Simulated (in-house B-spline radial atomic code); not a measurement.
Configurations of Se V (Se4+), with energies counted from [Ar] 3d10 4s2. Computed with a radial B-spline atomic code at the basis-set limit: Dirac-Hartree-Fock, average of configuration, Fermi nucleus of rms radius 4.14 fm. Energies include first-order Breit, QED and recoil terms.

Occupations are held fixed; configurations that lie above the ionisation limit could autoionise.

```json
{"configuration": "[Ar] 3d10 4s1 5p1", "E - E(ref) (eV)": "39.114", "highest orbital": "5p3/2", "its <r> (bohr)": "3.747"}
{"configuration": "[Ar] 3d10 4s1 4f1", "E - E(ref) (eV)": "43.879", "highest orbital": "4f5/2", "its <r> (bohr)": "3.453"}
{"configuration": "[Ar] 3d10 4s1 5d1", "E - E(ref) (eV)": "46.007", "highest orbital": "5d5/2", "its <r> (bohr)": "4.68"}
{"configuration": "[Ar] 3d10 4s1 8p1", "E - E(ref) (eV)": "57.794", "highest orbital": "8p3/2", "its <r> (bohr)": "12.99"}
{"configuration": "[Ar] 3d9 4s2 6s1", "E - E(ref) (eV)": "98.355", "highest orbital": "6s1/2", "its <r> (bohr)": "5.547"}
{"configuration": "[Ar] 3d9 4s2 6p1", "E - E(ref) (eV)": "100.6", "highest orbital": "6p3/2", "its <r> (bohr)": "6.127"}
{"configuration": "[Ar] 3d9 4s2 7p1", "E - E(ref) (eV)": "105.99", "highest orbital": "7p3/2", "its <r> (bohr)": "9.185"}
{"configuration": "[Ar] 3d9 4s2 7f1", "E - E(ref) (eV)": "109.81", "highest orbital": "7f5/2", "its <r> (bohr)": "13.06"}
{"configuration": "[Ar] 3d9 4s2 8f1", "E - E(ref) (eV)": "111.5", "highest orbital": "8f5/2", "its <r> (bohr)": "17.5"}
{"configuration": "[Ar] 3d9 4s2 8g1", "E - E(ref) (eV)": "111.62", "highest orbital": "8g9/2", "its <r> (bohr)": "17.15"}
{"configuration": "[Ne] 3s2 3p5 3d10 4s2 6s1", "E - E(ref) (eV)": "210.39", "highest orbital": "6s1/2", "its <r> (bohr)": "5.546"}
{"configuration": "[Ne] 3s2 3p5 3d10 4s2 6g1", "E - E(ref) (eV)": "219.51", "highest orbital": "6g9/2", "its <r> (bohr)": "8.768"}
```

**Question.** Order these further configurations by energy, lowest first.
A. [Ar] 3d9 4s2 7g1
B. [Ar] 3d9 4s2 8p1
C. [Ar] 3d10 4s1 8d1
D. [Ne] 3s2 3p5 3d10 4s2 7f1
E. [Ne] 3s2 3p5 3d10 4s2 4f1

**Answer.** C (58.987 eV), B (109.08 eV), A (109.99 eV), E (207.05 eV), D (221.85 eV).

**Question.** How far above the reference does [Ne] 3s2 3p5 3d10 4s2 8f1 lie?

**Answer.** 223.53 eV; its least bound orbital is 8f5/2 with <r> = 17.49 bohr.

**Question.** How far above the reference does [Ne] 3s2 3p5 3d10 4s2 6f1 lie?

**Answer.** 219.24 eV; its least bound orbital is 6f5/2 with <r> = 9.222 bohr.

**Question.** How far above the reference does [Ne] 3s2 3p5 3d10 4s2 5s1 lie?

**Answer.** 196.89 eV; its least bound orbital is 5s1/2 with <r> = 3.259 bohr.

**Question.** One of these lies 52.9 eV from the reference. Which?
A. [Ne] 3s2 3p5 3d10 4s2 5d1
B. [Ar] 3d10 4s1 6d1
C. [Ne] 3s2 3p5 3d10 4s2 4d1
D. [Ne] 3s2 3p5 3d10 4s2 8s1

**Answer.** B.
